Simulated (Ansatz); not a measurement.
Ansatz (a program for electronic structure) input (B3LYP-D3(BJ)/def2-TZVP):

Ansatz 0.2 input:
```yaml
crystal:
  periodic: [false, false, false]
  atoms:
    - {symbol: C, position_ang: [2.40295400, 0.02027415, -0.48442532]}
    - {symbol: C, position_ang: [0.91591997, 0.36939422, -0.53408874]}
    - {symbol: C, position_ang: [0.12388500, -0.21816833, 0.63848102]}
    - {symbol: C, position_ang: [-1.36969656, 0.18563131, 0.62396938]}
    - {symbol: C, position_ang: [-2.00023033, 1.09416395, 1.37087128]}
    - {symbol: C, position_ang: [-2.14788184, -0.62137550, -0.39955631]}
    - {symbol: H, position_ang: [2.85052102, 0.39738927, 0.43502227]}
    - {symbol: H, position_ang: [2.94322939, 0.45189703, -1.33027473]}
    - {symbol: H, position_ang: [2.54055786, -1.06122284, -0.50766607]}
    - {symbol: H, position_ang: [0.49730993, 0.00253976, -1.47608649]}
    - {symbol: H, position_ang: [0.79873427, 1.45709517, -0.52425785]}
    - {symbol: H, position_ang: [0.23462052, -1.31633920, 0.61898098]}
    - {symbol: H, position_ang: [0.57886140, 0.13906173, 1.57168828]}
    - {symbol: H, position_ang: [-1.25988766, 1.59643553, 2.08579557]}
    - {symbol: H, position_ang: [-3.20370040, -0.35484786, -0.35298908]}
    - {symbol: H, position_ang: [-2.06013476, -1.70378055, -0.21952942]}
    - {symbol: H, position_ang: [-1.80218622, -0.44190268, -1.42824324]}
basis:
  gaussian:
    orbitals: def2-TZVP
hamiltonian:
  xc: b3lyp
  dispersion: d3bj
total_charge: -1
relax: {f_tol: 0.002, max_steps: 150}
```

Output:

```
Functional definition: B3LYP
integrals: 0.19 GiB planned
1564 factors; their error is unknown
0.34 GiB of the device are held for the grids
1.48 GiB of device memory are held for the factors and their scratch space
mean field: 1.48 GiB planned
mean field evaluation 1: about -6389.5868 eV, gradient 7.0e1 eV
mean field evaluation 2: about -6342.8180 eV, gradient 1.1e2 eV
mean field evaluation 4: about -6401.7381 eV, gradient 1.1e1 eV
mean field evaluation 8: about -6402.2278 eV, gradient 3.9e-1 eV
mean field evaluation 16: about -6402.2025 eV, gradient 1.8e-3 eV
mean field -6402.20250191 eV, -235.2766023764 hartree, gradient 1.7e-5 eV, S^2 0.000000; 0 other end points of the search recorded, 0 dependent functions left out
the calculation of the forces begins
reference -6402.20281705 eV, -235.2766139577 hartree; 24, 24 occupied and 228, 228 virtual orbitals, 1564 factors
relax step   1: F+E_penalty+E_count = -6402.80815426 eV  Δ(F+E_penalty+E_count) = +0.000e0 eV  max|allowed force component| = 8.779e-1 eV/Å  Δτ_max = 0.0000 Å  (33 SCF iters, accepted)
these checks for a lower state are left out or cut short: starts, cluster_reference, orbital_swaps, neighbouring_geometries, increment
integrals: 0.19 GiB planned
1564 factors; their error is unknown
0.34 GiB of the device are held for the grids
1.48 GiB of device memory are held for the factors and their scratch space
mean field: 1.47 GiB planned
mean field -6402.23463556 eV, -235.2777832665 hartree, gradient 1.9e-5 eV, S^2 0.000000; 0 other end points of the search recorded, 0 dependent functions left out
the calculation of the forces begins
reference -6402.23495097 eV, -235.2777948575 hartree; 24, 24 occupied and 228, 228 virtual orbitals, 1564 factors
relax step   2: F+E_penalty+E_count = -6402.83837510 eV  Δ(F+E_penalty+E_count) = -3.022e-2 eV  max|allowed force component| = 4.518e-1 eV/Å  Δτ_max = 0.0509 Å  (33 SCF iters, accepted)
these checks for a lower state are left out or cut short: starts, cluster_reference, orbital_swaps, neighbouring_geometries, increment
integrals: 0.19 GiB planned
1564 factors; their error is unknown
0.34 GiB of the device are held for the grids
1.48 GiB of device memory are held for the factors and their scratch space
mean field: 1.47 GiB planned
mean field evaluation 32: about -6402.2398 eV, gradient 6.4e-1 eV
mean field -6402.24041257 eV, -235.2779955677 hartree, gradient 2.0e-5 eV, S^2 0.000000; 0 other end points of the search recorded, 0 dependent functions left out
the calculation of the forces begins
reference -6402.24072886 eV, -235.2780071911 hartree; 24, 24 occupied and 228, 228 virtual orbitals, 1564 factors
relax step   3: F+E_penalty+E_count = -6402.84446230 eV  Δ(F+E_penalty+E_count) = -6.087e-3 eV  max|allowed force component| = 7.961e-2 eV/Å  Δτ_max = 0.0438 Å  (32 SCF iters, accepted)
these checks for a lower state are left out or cut short: starts, cluster_reference, orbital_swaps, neighbouring_geometries, increment
integrals: 0.19 GiB planned
1564 factors; their error is unknown
0.35 GiB of the device are held for the grids
1.48 GiB of device memory are held for the factors and their scratch space
mean field: 1.48 GiB planned
mean field -6402.24185374 eV, -235.2780485294 hartree, gradient 1.9e-5 eV, S^2 0.000000; 0 other end points of the search recorded, 0 dependent functions left out
the calculation of the forces begins
reference -6402.24216941 eV, -235.2780601301 hartree; 24, 24 occupied and 228, 228 virtual orbitals, 1564 factors
relax step   4: F+E_penalty+E_count = -6402.84626192 eV  Δ(F+E_penalty+E_count) = -1.800e-3 eV  max|allowed force component| = 5.600e-2 eV/Å  Δτ_max = 0.0211 Å  (33 SCF iters, accepted)
these checks for a lower state are left out or cut short: starts, cluster_reference, orbital_swaps, neighbouring_geometries, increment
integrals: 0.19 GiB planned
1564 factors; their error is unknown
[...]
the calculation of the forces begins
reference -6402.24226453 eV, -235.2780636257 hartree; 24, 24 occupied and 228, 228 virtual orbitals, 1564 factors
relax step   5: F+E_penalty+E_count = -6402.84643113 eV  Δ(F+E_penalty+E_count) = -1.692e-4 eV  max|allowed force component| = 2.730e-2 eV/Å  Δτ_max = 0.0035 Å  (33 SCF iters, accepted)
these checks for a lower state are left out or cut short: starts, cluster_reference, orbital_swaps, neighbouring_geometries, increment
integrals: 0.19 GiB planned
1564 factors; their error is unknown
0.34 GiB of the device are held for the grids
1.48 GiB of device memory are held for the factors and their scratch space
mean field: 1.48 GiB planned
mean field -6402.24182609 eV, -235.2780475136 hartree, gradient 1.9e-5 eV, S^2 0.000000; 0 other end points of the search recorded, 0 dependent functions left out
the calculation of the forces begins
reference -6402.24214181 eV, -235.2780591158 hartree; 24, 24 occupied and 228, 228 virtual orbitals, 1564 factors
relax step   6: F+E_penalty+E_count = -6402.84632700 eV  Δ(F+E_penalty+E_count) = +1.041e-4 eV  max|allowed force component| = 7.620e-2 eV/Å  Δτ_max = 0.0095 Å  (33 SCF iters, rejected (line search))
these checks for a lower state are left out or cut short: starts, cluster_reference, orbital_swaps, neighbouring_geometries, increment
integrals: 0.19 GiB planned
1564 factors; their error is unknown
0.34 GiB of the device are held for the grids
1.48 GiB of device memory are held for the factors and their scratch space
mean field: 1.48 GiB planned
mean field evaluation 64: about -6402.2420 eV, gradient 1.9e-5 eV
mean field -6402.24202178 eV, -235.2780547048 hartree, gradient 1.9e-5 eV, S^2 0.000000; 0 other end points of the search recorded, 0 dependent functions left out
the calculation of the forces begins
reference -6402.24233748 eV, -235.2780663067 hartree; 24, 24 occupied and 228, 228 virtual orbitals, 1564 factors
relax step   7: F+E_penalty+E_count = -6402.84650603 eV  Δ(F+E_penalty+E_count) = -7.489e-5 eV  max|allowed force component| = 6.499e-3 eV/Å  Δτ_max = 0.0047 Å  (33 SCF iters, accepted)
these checks for a lower state are left out or cut short: starts, cluster_reference, orbital_swaps, neighbouring_geometries, increment
integrals: 0.19 GiB planned
1564 factors; their error is unknown
0.34 GiB of the device are held for the grids
1.48 GiB of device memory are held for the factors and their scratch space
mean field: 1.48 GiB planned
mean field -6402.24206792 eV, -235.2780564004 hartree, gradient 1.9e-5 eV, S^2 0.000000; 0 other end points of the search recorded, 0 dependent functions left out
the calculation of the forces begins
reference -6402.24238369 eV, -235.2780680048 hartree; 24, 24 occupied and 228, 228 virtual orbitals, 1564 factors
relax step   8: F+E_penalty+E_count = -6402.84654875 eV  Δ(F+E_penalty+E_count) = -4.272e-5 eV  max|allowed force component| = 1.761e-2 eV/Å  Δτ_max = 0.0064 Å  (33 SCF iters, accepted)
these checks for a lower state are left out or cut short: starts, cluster_reference, orbital_swaps, neighbouring_geometries, increment
integrals: 0.19 GiB planned
1564 factors; their error is unknown
0.35 GiB of the device are held for the grids
1.48 GiB of device memory are held for the factors and their scratch space
mean field: 1.48 GiB planned
mean field -6402.24185995 eV, -235.2780487577 hartree, gradient 1.9e-5 eV, S^2 0.000000; 0 other end points of the search recorded, 0 dependent functions left out
the calculation of the forces begins
reference -6402.24217580 eV, -235.2780603652 hartree; 24, 24 occupied and 228, 228 virtual orbitals, 1564 factors
relax step   9: F+E_penalty+E_count = -6402.84641226 eV  Δ(F+E_penalty+E_count) = +1.365e-4 eV  max|allowed force component| = 1.010e-1 eV/Å  Δτ_max = 0.0058 Å  (33 SCF iters, rejected (line search))
these checks for a lower state are left out or cut short: starts, cluster_reference, orbital_swaps, neighbouring_geometries, increment
integrals: 0.19 GiB planned
1564 factors; their error is unknown
0.35 GiB of the device are held for the grids
1.48 GiB of device memory are held for the factors and their scratch space
mean field: 1.48 GiB planned
mean field -6402.24211925 eV, -235.2780582868 hartree, gradient 1.9e-5 eV, S^2 0.000000; 0 other end points of the search recorded, 0 dependent functions left out
the calculation of the forces begins
reference -6402.24243506 eV, -235.2780698928 hartree; 24, 24 occupied and 228, 228 virtual orbitals, 1564 factors
relax step  10: F+E_penalty+E_count = -6402.84657162 eV  Δ(F+E_penalty+E_count) = -2.288e-5 eV  max|allowed force component| = 3.374e-3 eV/Å  Δτ_max = 0.0028 Å  (33 SCF iters, accepted)
these checks for a lower state are left out or cut short: starts, cluster_reference, orbital_swaps, neighbouring_geometries, increment
integrals: 0.19 GiB planned
1564 factors; their error is unknown
0.34 GiB of the device are held for the grids
1.48 GiB of device memory are held for the factors and their scratch space
mean field: 1.48 GiB planned
mean field -6402.24210847 eV, -235.2780578907 hartree, gradient 1.9e-5 eV, S^2 0.000000; 0 other end points of the search recorded, 0 dependent functions left out
the calculation of the forces begins
reference -6402.24242449 eV, -235.2780695041 hartree; 24, 24 occupied and 228, 228 virtual orbitals, 1564 factors
relax step  11: F+E_penalty+E_count = -6402.84658339 eV  Δ(F+E_penalty+E_count) = -1.177e-5 eV  max|allowed force component| = 6.726e-3 eV/Å  Δτ_max = 0.0080 Å  (33 SCF iters, accepted)
these checks for a lower state are left out or cut short: starts, cluster_reference, orbital_swaps, neighbouring_geometries, increment
integrals: 0.19 GiB planned
1564 factors; their error is unknown
0.35 GiB of the device are held for the grids
1.48 GiB of device memory are held for the factors and their scratch space
mean field: 1.48 GiB planned
mean field evaluation 96: about -6402.2421 eV, gradient 4.6e-4 eV
mean field -6402.24209044 eV, -235.2780572280 hartree, gradient 1.9e-5 eV, S^2 0.000000; 0 other end points of the search recorded, 0 dependent functions left out
the calculation of the forces begins
reference -6402.24240647 eV, -235.2780688419 hartree; 24, 24 occupied and 228, 228 virtual orbitals, 1564 factors
relax step  12: F+E_penalty+E_count = -6402.84657214 eV  Δ(F+E_penalty+E_count) = +1.125e-5 eV  max|allowed force component| = 7.752e-3 eV/Å  Δτ_max = 0.0122 Å  (33 SCF iters, rejected (line search))
these checks for a lower state are left out or cut short: starts, cluster_reference, orbital_swaps, neighbouring_geometries, increment
integrals: 0.19 GiB planned
1564 factors; their error is unknown
0.35 GiB of the device are held for the grids
1.48 GiB of device memory are held for the factors and their scratch space
mean field: 1.48 GiB planned
mean field -6402.24213281 eV, -235.2780587852 hartree, gradient 1.9e-5 eV, S^2 0.000000; 0 other end points of the search recorded, 0 dependent functions left out
the calculation of the forces begins
reference -6402.24244880 eV, -235.2780703977 hartree; 24, 24 occupied and 228, 228 virtual orbitals, 1564 factors
relax step  13: F+E_penalty+E_count = -6402.84660161 eV  Δ(F+E_penalty+E_count) = -1.822e-5 eV  max|allowed force component| = 1.112e-3 eV/Å  Δτ_max = 0.0035 Å  (33 SCF iters, accepted)
integrals: 0.19 GiB planned
1564 factors; their error is unknown
0.35 GiB of the device are held for the grids
1.48 GiB of device memory are held for the factors and their scratch space
mean field: 1.48 GiB planned
mean field evaluation 128: about -6402.2421 eV, gradient 2.0e-3 eV
mean field -6402.24213281 eV, -235.2780587852 hartree, gradient 1.9e-5 eV, S^2 0.000000; 1 other end points of the search recorded, 0 dependent functions left out
the calculation of the forces begins
reference -6402.24244880 eV, -235.2780703977 hartree; 24, 24 occupied and 228, 228 virtual orbitals, 1564 factors
Total energy: -6402.84691760 eV, -235.3002842163 hartree
Atom 0 at     2.401620     0.011976    -0.490448 Å, force     0.000001    -0.000047     0.000336 eV/Å
Atom 1 at     0.917278     0.375393    -0.535451 Å, force    -0.000157    -0.000352    -0.000381 eV/Å
Atom 2 at     0.110025    -0.180616     0.647194 Å, force     0.000695    -0.000369     0.000505 eV/Å
Atom 3 at    -1.375944     0.171226     0.624666 Å, force     0.000735    -0.000605     0.000003 eV/Å
Atom 4 at    -1.995727     1.082232     1.404410 Å, force    -0.000232     0.000524     0.001112 eV/Å
Atom 5 at    -2.151887    -0.627942    -0.412356 Å, force    -0.000137     0.000194    -0.000242 eV/Å
Atom 6 at     2.863577     0.379083     0.431280 Å, force     0.000034     0.000200    -0.000164 eV/Å
Atom 7 at     2.958472     0.435621    -1.333493 Å, force    -0.000158    -0.000068    -0.000079 eV/Å
Atom 8 at     2.540309    -1.073483    -0.511758 Å, force    -0.000032     0.000118     0.000233 eV/Å
Atom 9 at     0.485549     0.015378    -1.474911 Å, force     0.000324    -0.000137    -0.000045 eV/Å
Atom 10 at     0.802086     1.463790    -0.542038 Å, force    -0.000121     0.000012    -0.000099 eV/Å
Atom 11 at     0.258887    -1.276406     0.662447 Å, force    -0.000227     0.000166     0.000032 eV/Å
Atom 12 at     0.546193     0.209004     1.573018 Å, force    -0.000381    -0.000059    -0.000308 eV/Å
Atom 13 at    -1.234851     1.527187     2.093322 Å, force    -0.000307     0.000163    -0.000531 eV/Å
Atom 14 at    -3.201444    -0.335440    -0.365060 Å, force     0.000096    -0.000019     0.000091 eV/Å
Atom 15 at    -2.082671    -1.715599    -0.239823 Å, force     0.000356    -0.000098    -0.000402 eV/Å
Atom 16 at    -1.798594    -0.465158    -1.443308 Å, force    -0.000490     0.000376    -0.000062 eV/Å
Dipole moment:     1.570788    -0.647489    -0.836387 e Å
```

It need not be the lowest isomer of its formula. Whether it binds its extra electron was not tested at this geometry.
